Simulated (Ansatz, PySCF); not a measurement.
Reaction (SMILES): [H][H] (H2) → 2 H atom (the H-H bond at the site shown breaks; other sites are not compared here)
Geometries: B3LYP-D3(BJ)/def2-TZVP minima from Ansatz (a program for electronic structure).

Property: bond dissociation energy (enthalpy at 298 K, with B3LYP-D3(BJ) rigid-rotor harmonic-oscillator terms from PySCF), in kJ/mol. Open shells are spin-unrestricted. Spin-orbit coupling is left out. No relativistic terms. CBS marks a two-point X^-3 extrapolation of the correlation energy; Hartree-Fock from the larger set (for Q and 5 zeta extrapolated as (X+1)exp(-9√X)).

CCSD(T)/CBS(cc-pVQZ,cc-pV5Z) (Ansatz) gives 435.6 kJ/mol.

Another calculation gave 434.6 kJ/mol. Which level was it?
A) BLYP/def2-TZVPD (Ansatz)
B) HSE06/def2-TZVPD (Ansatz)
C) HF/def2-TZVPD (PySCF)
D) TPSSh/def2-TZVPD (PySCF)

A, BLYP/def2-TZVPD (Ansatz). The others give 326.6 (HF), 413.8 (HSE06), 448.1 (TPSSh) kJ/mol.
